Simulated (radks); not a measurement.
Values are calculated unless marked as measured or tabulated.
Ionisation of the chlorine ion Cl3+, [Ne] 3s2 3p2, to Cl4+, [Ne] 3s2 3p1, under several functionals. Non-relativistic Kohn-Sham, spin-polarised, spherical densities, point nucleus; open shells are filled with parallel spins first; a radial shooting solver on a logarithmic mesh with Libxc functionals.

| functional | E(Cl3+) (hartree) | Exc (hartree) | IE (eV) | -e(HOMO) (eV) | <r> HOMO (bohr) | IE error (eV) |
|---|---|---|---|---|---|---|
| BLYP | -457.37155 | -26.98200 | 53.121 | 46.106 | 1.509 | -0.119 |
| exchange-only PBE | -456.64233 | -26.23768 | 52.386 | 45.465 | 1.517 | -0.854 |
| SOGGA | -456.37647 | -25.96224 | 53.146 | 46.196 | 1.510 | -0.094 |
| HCTH/407 | -457.39606 | -27.03894 | 53.849 | 46.945 | 1.496 | +0.609 |
| PW91 | -457.33313 | -26.94490 | 53.382 | 46.419 | 1.509 | +0.142 |
| revTPSS | -457.19776 | -26.80299 | 53.361 | 46.467 | 1.510 | +0.121 |

NIST Atomic Spectra Database: 53.2 eV (semi-empirical). Closest: SOGGA. The Delta-SCF values span 1.46 eV, the total energies 1.02 hartree. The highest occupied level is 3p. Open shells are spherical and high-spin; term and fine-structure splittings are not resolved.
